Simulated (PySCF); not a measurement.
Stepwise substitution at one centre (B NH2-SH). Gas-phase values, no solvent. One relaxed conformer stands for each flexible species; it need not be the lowest. Strings in code marks are SMILES.

Quantity: redistribution energy (mixed species minus the weighted end members), in kcal/mol.

Case: 2 of 3 NH2 replaced by SH: `NB(S)S` (S–B–S–H torsion -180°, S–B–S–H torsion 0°). The other species in the difference include `NB(N)N` (neutral, multiplicity 1). Geometry of `NB(S)S` (neutral, multiplicity 1, Å):

```xyz
8

N     -1.0462    -0.6692     0.0599
B      0.2117    -0.0640     0.0021
S      0.4557     1.7350    -0.1328
S      1.6923    -1.1279     0.0645
H     -1.9082    -0.1557     0.0313
H     -1.1676    -1.6642     0.1346
H     -0.8394     2.0917    -0.1436
H      2.6016    -0.1459    -0.0161
```

Task: Estimate the redistribution energy (mixed species minus the weighted end members) that B3LYP/6-31G* // PBE0-D4/def2-TZVP (PySCF) returns for this input.

Result: -4.50 kcal/mol.
